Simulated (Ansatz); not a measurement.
Ansatz (a program for electronic structure) input (BHLYP/def2-TZVPD):

Ansatz 0.2 input:
```yaml
crystal:
  periodic: [false, false, false]
  atoms:
    - {symbol: C, position_ang: [-2.74205091, -0.28580796, 0.21188152]}
    - {symbol: O, position_ang: [-1.42977780, -0.77773739, 0.03368574]}
    - {symbol: Al, position_ang: [0.09887775, -0.11394882, -0.02281775]}
    - {symbol: Cl, position_ang: [0.37673565, 1.94369231, 0.20350863]}
    - {symbol: Cl, position_ang: [1.73512695, -1.36060519, -0.32235978]}
    - {symbol: H, position_ang: [-3.18944210, -0.75402343, 1.09131826]}
    - {symbol: H, position_ang: [-3.34716128, -0.53997548, -0.66106400]}
    - {symbol: H, position_ang: [-2.75994373, 0.79959938, 0.34607100]}
basis:
  gaussian:
    orbitals: def2-TZVPD
hamiltonian:
  xc: {name: BHLYP}
output: {forces: true}
```

Output:

```
Functional definition: BHLYP
integrals: 0.23 GiB planned
1555 factors; their error is unknown
0.35 GiB of the device are held for the grids
1.55 GiB of device memory are held for the factors and their scratch space
mean field: 1.32 GiB planned
mean field evaluation 1: about -34776.3520 eV, gradient 5.0e1 eV
mean field evaluation 2: about -34773.6429 eV, gradient 6.5e1 eV
mean field evaluation 4: about -34781.0150 eV, gradient 2.1e0 eV
mean field evaluation 8: about -34781.0218 eV, gradient 1.9e-2 eV
mean field evaluation 16: about -34781.1776 eV, gradient 6.1e-5 eV
mean field -34781.17755582 eV, -1278.1846996473 hartree, gradient 6.1e-5 eV, S^2 0.000000; 0 other end points of the search recorded, 0 dependent functions left out
the calculation of the forces begins
reference -34781.17777282 eV, -1278.1847076219 hartree; 32, 32 occupied and 207, 207 virtual orbitals, 1555 factors
Total energy: -34781.17777282 eV, -1278.1847076219 hartree
Atom 0 at    -2.742051    -0.285808     0.211882 Å, force     0.135888    -0.099989    -0.024444 eV/Å
Atom 1 at    -1.429778    -0.777737     0.033686 Å, force    -0.037307     0.403752     0.052675 eV/Å
Atom 2 at     0.098878    -0.113949    -0.022818 Å, force    -0.231498    -0.117309     0.006506 eV/Å
Atom 3 at     0.376736     1.943692     0.203509 Å, force    -0.023670    -0.219548    -0.024687 eV/Å
Atom 4 at     1.735127    -1.360605    -0.322360 Å, force    -0.165886     0.134221     0.031325 eV/Å
Atom 5 at    -3.189442    -0.754023     1.091318 Å, force     0.128567     0.118141    -0.230327 eV/Å
Atom 6 at    -3.347161    -0.539975    -0.661064 Å, force     0.169597     0.062457     0.225550 eV/Å
Atom 7 at    -2.759944     0.799599     0.346071 Å, force     0.024308    -0.281725    -0.036600 eV/Å
Dipole moment:    -0.380695     0.055319     0.041021 e Å
```
